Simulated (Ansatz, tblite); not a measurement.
Forces on the cluster Hf2Te3 at its PBE0-D4/def2-SVP geometry. Total charge 0; singlet.

In the def2 sets Hf, Te take a core potential; there is no spin–orbit coupling. The xTB rows come from tblite. The restricted singlet is unstable towards broken spin symmetry at other levels; at PBE-D4/def2-TZVP this wasn't settled. Another isomer (singlet) lies 1.95 eV lower at PBE0-D4/def2-TZVP; other spin states weren't run for this one.

GFN1-xTB (tblite), largest force 1.45 eV/Å:

```xyz
5
positions Å, forces eV/Å
Hf    0.442    0.113    0.868    0.252   -0.544   -0.173
Hf    0.271   -1.710   -1.444   -0.024    0.091    0.066
Te   -0.287    2.284    2.049   -0.207    1.123    0.899
Te    1.407    0.731   -1.704    0.651    0.104   -0.792
Te   -1.834   -1.418    0.230   -0.672   -0.774    0.001
```

GFN2-xTB (tblite), largest force 0.84 eV/Å:

```
Hf 0.197 0.034 0.374
Hf -0.089 -0.458 -0.651
Te -0.175 0.677 0.458
Te 0.187 -0.023 -0.184
Te -0.121 -0.229 0.003
```

PBE-D4/def2-TZVP (Ansatz), largest force 0.50 eV/Å:

```
Hf 0.164 -0.428 -0.195
Hf 0.081 -0.032 0.102
Te -0.107 0.292 0.145
Te 0.076 0.180 -0.114
Te -0.214 -0.012 0.062
```
